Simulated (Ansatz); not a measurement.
A run for Ansatz (a first-principles code): U-PBE0/def2-TZVPP on MgC-, 2S+1 = 4, a spin state set in the input, which need not be the lowest, a point of a bond scan (R = 2.210 Å). Charge -1.

Ansatz 0.2 input:
```yaml
crystal:
  periodic: [false, false, false]
  atoms:
    - {symbol: C, position_ang: [0.00000000, 0.00000000, 0.00000000]}
    - {symbol: Mg, position_ang: [0.00000000, 0.00000000, 2.21023200]}
basis:
  gaussian:
    orbitals: def2-TZVPP
    pivot_positions_ang: [[0.00000000, 0.00000000, 0.00000000], [0.00000000, 0.00000000, 2.21023200]]
hamiltonian:
  xc: {name: PBE0}
total_charge: -1
magnetization: {spin_polarized: true, initial_magnetization: 3}
output: {forces: true, orbitals: {seedname: ./end}}
```

Program output:

```
WARN ansatz: RAYON_NUM_THREADS=2 ignored (pool sized by the plan → 2); use --threads N
Functional definition: PBE0
integrals: 0.01 GiB planned
468 factors; their error is unknown
mean field: 0.17 GiB planned
mean field evaluation 1: about -6471.9061 eV, gradient 9.5e0 eV
mean field evaluation 2: about -6470.2732 eV, gradient 1.8e1 eV
mean field evaluation 4: about -6472.7640 eV, gradient 6.3e-1 eV
mean field evaluation 8: about -6472.7941 eV, gradient 1.7e-2 eV
mean field evaluation 16: about -6472.7941 eV, gradient 4.3e-6 eV
mean field -6472.79408130 eV, -237.8707950702 hartree, gradient 4.4e-6 eV, S^2 3.760945; 1 other end points of the search recorded, 0 dependent functions left out
the calculation of the forces begins
reference -6472.79410327 eV, -237.8707958776 hartree; 11, 8 occupied and 52, 55 virtual orbitals, 468 factors
Total energy: -6472.79410327 eV, -237.8707958776 hartree
Atom 0 at     0.000000     0.000000     0.000000 Å, force     0.000000    -0.000000     0.046794 eV/Å
Atom 1 at     0.000000     0.000000     2.210232 Å, force    -0.000000     0.000000    -0.046794 eV/Å
Dipole moment:    -0.000000     0.000000    -0.050096 e Å
```

Self-consistency was reached.

Cost: roughly 1.3 core-seconds.
